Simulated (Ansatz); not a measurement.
One change: `C[Si](F)(F)N=C=O` becomes `C[Si](F)(F)I`.

Ansatz, PBE0-D4/def2-TZVP geometries, multiplicity 1. Each molecule was computed in one conformer, which needn't be the lowest.

Elements past krypton have def2 core potentials.  Spin–orbit coupling is left out; it splits and shifts lone-pair levels of the heavy atoms by tenths of an eV.

```csv
property,`C[Si](F)(F)N=C=O`
zero-point energy (PBE0-D4/def2-TZVP) / kJ/mol,151.0
LUMO energy (B3LYP/def2-TZVPP) / eV,0.11
size of the dipole moment (PBE/def2-TZVPP) / D,2.44
size of the dipole moment (ωB97M-V/def2-TZVPP) / D,2.48
HOMO–LUMO gap (PBE/def2-TZVPP) / eV,7.21
HOMO–LUMO gap (PBE0/def2-TZVPP) / eV,9.71
```

Give the same properties after the change, and the shifts. (An estimate is asked.)

Ansatz gave: 
```
                                          property  `C[Si](F)(F)I`  shift
    zero-point energy (PBE0-D4/def2-TZVP) / kJ/mol           115.9  -35.1
               LUMO energy (B3LYP/def2-TZVPP) / eV           -0.40  -0.51
    size of the dipole moment (PBE/def2-TZVPP) / D            2.10  -0.34
size of the dipole moment (ωB97M-V/def2-TZVPP) / D            2.15  -0.33
               HOMO–LUMO gap (PBE/def2-TZVPP) / eV            5.86  -1.35
              HOMO–LUMO gap (PBE0/def2-TZVPP) / eV            7.93  -1.78
```

With PBE0 the HOMO rises by 1.29 eV and the LUMO falls by 0.50 eV, so the gap narrows by about 1.79 eV. PBE moves the HOMO by 0.98 eV and ωB97M-V by 1.42 eV. The zero-point energy changes by -35.1 kJ/mol with -6 modes. Dipoles are sizes alone; their direction can turn.

B3LYP here is the variant with VWN-RPA as its local correlation; programs differ in this.
